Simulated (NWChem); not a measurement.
System: CH3O2 cation; SMILES [OH2+]C=O

```xyz
6

O     -0.2757     1.2351    -0.0725
C      0.4625     0.3609    -0.0140
O     -0.1677    -1.0858     0.0368
H      1.5542     0.2066    -0.0011
H      0.3223    -1.8936     0.2929
H     -1.1415    -1.1597     0.1267
```
Atoms are numbered in this order, from 1.

All runs use the structure optimised with PBE0/def2-SVP. B3LYP is NWChem's, with the RPA form of VWN correlation.

Give the principal values of the shielding tensors (ppm) of O1, C2, O3 from B3LYP/6-31G* (spherical d), GIAO (NWChem), with their diamagnetic and paramagnetic parts as GIAO splits them.


| atom | σ11 | σ22 | σ33 | isotropic | diamagnetic | paramagnetic |
|---|---|---|---|---|---|---|
| O1 | -322.2 | -128.3 | 183.4 | -89.1 | 393.4 | -482.5 |
| C2 | -50.1 | 42.5 | 209.3 | 67.2 | 257.5 | -190.3 |
| O3 | 88.7 | 168.3 | 305.0 | 187.4 | 396.5 | -209.2 |
